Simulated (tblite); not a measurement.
Compound: C₃H₆Ge₂NO (doublet state).
Numbering: `[N:1]#[C:2][Ge@@H:3]1[CH2:4][CH2:5][GeH:6][O:7]1` (hydrogens: H8 on Ge3; H9, H10 on C4; H11, H12 on C5; H13 on Ge6)
Bond orders are those of one Lewis drawing.

Computed with GFN2-xTB (tblite), gas phase: L-BFGS steps from a force-field or distance-geometry start until the largest atomic force falls under 0.01 eV/Å.

Step 19: E = -551.4230 eV
```
atom  x, y, z in Å  |  force x, y, z in eV/Å
N1      2.7427    1.6101    0.1589    0.046  -0.013  -0.076
C2      2.1607    0.7044   -0.2304    0.018  -0.010   0.038
Ge3     0.9828   -0.7566   -0.7136    0.028   0.032   0.043
C4     -0.8033    0.0659   -1.0607    0.021  -0.003  -0.020
C5     -1.2865    0.5374    0.2885   -0.029   0.001   0.005
Ge6    -0.8428   -0.9723    1.6953    0.013   0.035   0.054
O7      0.6401   -1.5353    0.8074    0.041  -0.020  -0.030
H8      1.7029   -1.7502   -1.5961   -0.001  -0.014  -0.005
H9     -0.7471    0.8913   -1.7725    0.016   0.005  -0.031
H10    -1.4792   -0.6904   -1.4646   -0.009   0.015  -0.058
H11    -2.3382    0.8102    0.2793   -0.056  -0.016   0.065
H12    -0.6885    1.3723    0.6613   -0.041   0.016   0.002
H13    -0.0482   -0.2864    2.9295   -0.048  -0.029   0.014
```

Step 20: E = -551.4240 eV
```
atom  x, y, z in Å  |  force x, y, z in eV/Å
N1      2.7478    1.6108    0.1559    0.046  -0.010  -0.071
C2      2.1623    0.7060   -0.2299   -0.005  -0.045   0.020
Ge3     0.9816   -0.7569   -0.7131    0.082   0.058   0.038
C4     -0.8024    0.0664   -1.0617   -0.016   0.018   0.008
C5     -1.2878    0.5374    0.2875   -0.038  -0.004   0.027
Ge6    -0.8417   -0.9743    1.6978   -0.010   0.053   0.012
O7      0.6405   -1.5344    0.8074    0.040  -0.030  -0.014
H8      1.7031   -1.7528   -1.5938   -0.009  -0.001   0.001
H9     -0.7476    0.8923   -1.7724    0.029   0.013  -0.037
H10    -1.4785   -0.6880   -1.4667   -0.022  -0.009  -0.065
H11    -2.3409    0.8089    0.2818   -0.026  -0.031   0.047
H12    -0.6916    1.3737    0.6600   -0.037   0.009   0.005
H13    -0.0494   -0.2886    2.9296   -0.034  -0.020   0.029
```

Step 21: E = -551.4254 eV
```
atom  x, y, z in Å  |  force x, y, z in eV/Å
N1      2.7560    1.6112    0.1502    0.047  -0.001  -0.063
C2      2.1645    0.7078   -0.2292   -0.020  -0.074   0.000
Ge3     0.9814   -0.7561   -0.7116    0.112   0.062   0.019
C4     -0.8016    0.0674   -1.0630   -0.058   0.038   0.036
C5     -1.2903    0.5371    0.2867   -0.041  -0.008   0.037
Ge6    -0.8401   -0.9760    1.7010   -0.035   0.059  -0.045
O7      0.6417   -1.5335    0.8074    0.032  -0.034   0.012
H8      1.7031   -1.7567   -1.5900   -0.018   0.022   0.010
H9     -0.7477    0.8944   -1.7726    0.041   0.016  -0.031
H10    -1.4778   -0.6849   -1.4708   -0.022  -0.025  -0.062
H11    -2.3451    0.8062    0.2858    0.009  -0.049   0.024
H12    -0.6968    1.3759    0.6582   -0.035  -0.001   0.010
H13    -0.0516   -0.2923    2.9302   -0.013  -0.005   0.052
```

Step 22: E = -551.4273 eV
```
atom  x, y, z in Å  |  force x, y, z in eV/Å
N1      2.7687    1.6112    0.1408    0.040   0.001  -0.054
C2      2.1676    0.7099   -0.2284   -0.010  -0.080  -0.016
Ge3     0.9830   -0.7534   -0.7091    0.095   0.042  -0.008
C4     -0.8019    0.0696   -1.0641   -0.084   0.045   0.053
C5     -1.2944    0.5362    0.2868   -0.030  -0.007   0.029
Ge6    -0.8382   -0.9770    1.7038   -0.061   0.050  -0.103
O7      0.6437   -1.5328    0.8078    0.020  -0.026   0.037
H8      1.7026   -1.7621   -1.5838   -0.026   0.053   0.019
H9     -0.7472    0.8979   -1.7729    0.049   0.011  -0.008
H10    -1.4772   -0.6808   -1.4778   -0.010  -0.029  -0.044
H11    -2.3512    0.8009    0.2916    0.036  -0.065  -0.003
H12    -0.7049    1.3791    0.6556   -0.033  -0.010   0.021
H13    -0.0550   -0.2981    2.9319    0.012   0.015   0.077
```

Problem. Estimate the geometry and energy of step 23. (The exact step hangs on the optimiser's Hessian estimate; all steps are aligned on step 22, rigid shifts and turns removed.)

Solution. E = -551.4292 eV, largest force 0.149 eV/Å
```
atom  x, y, z in Å  |  force x, y, z in eV/Å
N1      2.7837    1.6105    0.1289    0.023  -0.009  -0.049
C2      2.1714    0.7118   -0.2280    0.025  -0.055  -0.023
Ge3     0.9861   -0.7495   -0.7062    0.026   0.004  -0.028
C4     -0.8036    0.0726   -1.0645   -0.071   0.032   0.044
C5     -1.2994    0.5347    0.2877   -0.009  -0.001   0.003
Ge6    -0.8369   -0.9768    1.7047   -0.074   0.026  -0.127
O7      0.6461   -1.5324    0.8090    0.009  -0.004   0.046
H8      1.7015   -1.7674   -1.5759   -0.026   0.079   0.020
H9     -0.7457    0.9024   -1.7729    0.048   0.001   0.024
H10    -1.4767   -0.6766   -1.4863    0.012  -0.019  -0.013
H11    -2.3577    0.7934    0.2978    0.039  -0.071  -0.024
H12    -0.7146    1.3825    0.6529   -0.030  -0.015   0.034
H13    -0.0586   -0.3046    2.9351    0.028   0.032   0.092
```

The energy changes by -0.0019 eV. The first-order estimate −F·Δx gives -0.0027 eV and the mean of the old and new forces, exact on a quadratic surface, -0.0019 eV. The step makes an angle of 72° with the force vector and moves no atom by more than 0.019 Å.

The cost below is that of the whole relaxation. The run took 0.38 s on Arm Neoverse V2, one thread, no GPU, shared host with 96 logical CPUs at a one-minute load of 94.
